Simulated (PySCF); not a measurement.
C₃H₇BO₃, SMILES OB1OCC[C@H]1O. Geometry: PBE-D3(BJ)/def2-SVP. The structure was generated by enumeration; whether it is a known compound was not checked. The values are those of a single conformer.

All values below come from PBE-D3(BJ)/def2-SVP in PySCF 2.14.0.

Harmonic wavenumbers (cm⁻¹): 112, 169, 215, 241, 343, 416, 503, 549, 618, 633, 742, 839, 910, 934, 965, 1023, 1050, 1100, 1136, 1185, 1201, 1229, 1248, 1309, 1321, 1380, 1420, 1439, 1473, 2831, 2960, 2984, 3033, 3046, 3708, 3719. Rotational constants (GHz): 3.247, 3.027, 1.656; symmetry number 1.

**Question.** Work out the zero-point energy and the ideal-gas rigid-rotor harmonic-oscillator thermochemistry at 298.15 K and 1 atm.

**Answer.** ZPE = ½ Σ hcν = ½ × 47983 cm⁻¹ = 68.59 kcal/mol. H − E(el) = 73.64 kcal/mol. Entropy in cal/(mol K): translation 39.77, rotation 27.38, vibration 14.94, total 82.10. G − E(el) = 49.16 kcal/mol. Cp = 28.09 cal/(mol K). Modes under 150 cm⁻¹ make the vibrational entropy uncertain.
